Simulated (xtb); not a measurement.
propene (C3H6), singlet, at a GFN2-xTB geometry; xtb with GFN1-xTB.

xtb was given this input:
```
$ xtb mol.xyz --gfn 1 --ohess --json

# file mol.xyz
9

C      1.27989193     0.12352179     0.00919112
C      0.00825223     0.47486055     0.00924347
H      1.58086326    -0.91147352    -0.00926160
H      2.07459801     0.84971927     0.02748105
H     -0.26659719     1.52209281     0.02807201
C     -1.13573952    -0.48243353    -0.01537878
H     -0.78376375    -1.51090673    -0.03343425
H     -1.76443256    -0.33959044     0.86334919
H     -1.75509560    -0.30553422    -0.89454124
```

Output, abridged:

```
   ID    Z sym.   atoms
    1    6 C      1, 2, 6
    2    1 H      3-5, 7-9

           -------------------------------------------------
          |                Calculation Setup                |
           -------------------------------------------------

           -------------------------------------------------
          |                 G F N 1 - x T B                 |
           -------------------------------------------------

          ...................................................
          :                      SETUP                      :
          :.................................................:
          :  # basis functions                  24          :
          :  # atomic orbitals                  24          :
          :  # shells                           18          :
          :  # electrons                        18          :
          :  # halogen bonds                     0          :
          :  max. iterations                   250          :
          :  Hamiltonian                  GFN1-xTB          :
          :  restarted?                      false          :
          :  GBSA solvation                  false          :
          :  PC potential                    false          :
          :  electronic temp.          300.0000000     K    :
          :  accuracy                    1.0000000          :
          :  -> integral cutoff          0.2500000E+02      :
          :  -> integral neglect         0.1000000E-07      :
          :  -> SCF convergence          0.1000000E-05 Eh   :
          :  -> wf. convergence          0.2000000E-04 e    :
          :  Broyden damping             0.4000000          :
          :  net charge                          0          :
          :  unpaired electrons                  0          :
          ...................................................

 iter      E             dE          RMSdq      gap      omega  full diag
   1     -9.6987511 -0.969875E+01  0.816E+00    5.53       0.0  T
   2     -9.7135581 -0.148069E-01  0.491E+00    5.46       1.0  T
   3     -9.7137447 -0.186683E-03  0.710E-01    5.46       1.0  T
   4     -9.7148510 -0.110630E-02  0.173E-01    5.45       1.0  T
   5     -9.7149566 -0.105512E-03  0.138E-02    5.45       2.4  T
   6     -9.7149574 -0.815293E-06  0.173E-03    5.45      19.3  T
   7     -9.7149574 -0.135827E-07  0.465E-04    5.45      71.7  T
   8     -9.7149574 -0.978336E-09  0.406E-05    5.45     821.6  T
   9     -9.7149574 -0.210676E-11  0.197E-05    5.45    1689.8  T

   *** convergence criteria satisfied after 9 iterations ***

         :::::::::::::::::::::::::::::::::::::::::::::::::::::
         ::                     SUMMARY                     ::
         :::::::::::::::::::::::::::::::::::::::::::::::::::::
         :: total energy              -9.546038890183 Eh    ::
         :: gradient norm              0.007963167103 Eh/a0 ::
         :: HOMO-LUMO gap              5.452959409915 eV    ::
         ::.................................................::
         :: SCC energy                -9.714957381023 Eh    ::
         :: -> electrostatic           0.000341976639 Eh    ::
         :: repulsion energy           0.170919664136 Eh    ::
         :: dispersion energy         -0.002001173297 Eh    ::
         :: halogen bond corr.         0.000000000000 Eh    ::
         :: add. restraining           0.000000000000 Eh    ::
         :: total charge              -0.000000000000 e     ::
         :::::::::::::::::::::::::::::::::::::::::::::::::::::

      -----------------------------------------------------------
     |                   =====================                   |
     |                        A N C O P T                        |
     |                   =====================                   |
     |               Approximate Normal Coordinate               |
     |                Rational Function Optimizer                |
[...]
 * total energy  :    -9.5460389 Eh     change       -0.1758593E-11 Eh
 * total energy  :    -9.5461560 Eh     change       -0.1170853E-03 Eh
 * total energy  :    -9.5461630 Eh     change       -0.7024431E-05 Eh
 * total energy  :    -9.5461640 Eh     change       -0.1004273E-05 Eh
   *** GEOMETRY OPTIMIZATION CONVERGED AFTER 4 ITERATIONS ***
         :: total energy              -9.546164004170 Eh    ::
[...]
   9:  6.39  10: 24.50  11:  2.09  12: 17.69  13: 21.87  14:  1.23  15:  6.84  16:  0.61
  17: 15.65  18:  4.28  19:  9.52  20: 13.71  21: 23.66  22: 11.45  23: 12.26  24:  5.41
  25: 32.63  26:  5.11  27: 19.75
 Raman intensities (Ä⁴*amu⁻¹)
   1:  0.00   2:  0.00   3:  0.00   4:  0.00   5:  0.00   6:  0.00   7:  0.00   8:  0.00
   9:  0.00  10:  0.00  11:  0.00  12:  0.00  13:  0.00  14:  0.00  15:  0.00  16:  0.00
  17:  0.00  18:  0.00  19:  0.00  20:  0.00  21:  0.00  22:  0.00  23:  0.00  24:  0.00
  25:  0.00  26:  0.00  27:  0.00
 output can be read by thermo (or use thermo option).
 writing <g98.out> molden fake output.
 recommended (thermochemical) frequency scaling factor: 1.0
           -------------------------------------------------
          |             Thermodynamic Functions             |
           -------------------------------------------------

cs  symmetry found (for desy threshold:  0.10E+00) used in thermo

          ...................................................
          :                      SETUP                      :
          :.................................................:
          :  # frequencies                          21      :
          :  # imaginary freq.                       0      :
          :  linear?                             false      :
          :  only rotor calc.                    false      :
          :  symmetry                               cs      :
          :  rotational number                       1      :
          :  scaling factor                  1.0000000      :
          :  rotor cutoff                   50.0000000 cm⁻¹ :
          :  imag. cutoff                  -20.0000000 cm⁻¹ :
          :.................................................:

    mode    ω/cm⁻¹     T·S(HO)/kcal·mol⁻¹    T·S(FR)/kcal·mol⁻¹   T·S(vib)
   ------------------------------------------------------------------------
       1    148.29    -0.80324 ( 98.72%)    -0.73370 (  1.28%)    -0.80236
   ------------------------------------------------------------------------

   temp. (K)  partition function   enthalpy   heat capacity  entropy
                                   cal/mol     cal/K/mol   cal/K/mol   J/K/mol
 298.15  VIB   2.59                  884.608      7.412      4.853
         ROT  0.145E+05              888.752      2.981     22.016
         INT  0.374E+05             1773.361     10.393     26.869
         TR   0.264E+27             1481.254      4.968     37.121
         TOT                        3254.6147    15.3607    63.9898   267.7334

       T/K    H(0)-H(T)+PV         H(T)/Eh          T*S/Eh         G(T)/Eh
   ------------------------------------------------------------------------
    298.15    0.518656E-02    0.832646E-01    0.304036E-01    0.528610E-01
   ------------------------------------------------------------------------

         :::::::::::::::::::::::::::::::::::::::::::::::::::::
         ::                  THERMODYNAMIC                  ::
         :::::::::::::::::::::::::::::::::::::::::::::::::::::
         :: total free energy          -9.493303008275 Eh   ::
         ::.................................................::
         :: total energy               -9.546164004170 Eh   ::
         :: zero point energy           0.078078063313 Eh   ::
         :: G(RRHO) w/o ZPVE           -0.025217067418 Eh   ::
         :: G(RRHO) contrib.            0.052860995895 Eh   ::
         :::::::::::::::::::::::::::::::::::::::::::::::::::::

optimized geometry written to: xtbopt.xyz

           -------------------------------------------------
          | TOTAL ENERGY               -9.546164004170 Eh   |
          | TOTAL ENTHALPY             -9.462899382210 Eh   |
          | TOTAL FREE ENERGY          -9.493303008275 Eh   |
          | GRADIENT NORM               0.000262551173 Eh/α |
          | HOMO-LUMO GAP               5.416821326801 eV   |
           -------------------------------------------------

normal termination of xtb
```
